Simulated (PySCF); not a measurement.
Computed IR spectrum (relative IR intensity) of a molecule C4H5F. Geometry optimised at PBE-D3(BJ)/def2-SVP. One conformer was computed; it need not be the lowest. Level of theory: PBE-D3(BJ)/def2-SVP (PySCF). No scaling factor is applied to the harmonic values.

ν (cm⁻¹): 499 (w), 654 (w), 825 (vw), 872 (w), 901 (m), 997 (m), 1159 (vs), 1172 (w), 1203 (w), 1388 (w), 1631 (vw), 1688 (s), 3070 (w), 3106 (w), 3181 (vw) (against the strongest line: vs over 80 %, s over 45 %, m over 15 %, w over 4 %, vw less)

Question: Which molecule gave these data?
(A) FC1=CCC1
(B) C#C[C@H](C)F
(C) C=C/C=C/F
(D) CC=C=CF

Answer: C, C=C/C=C/F
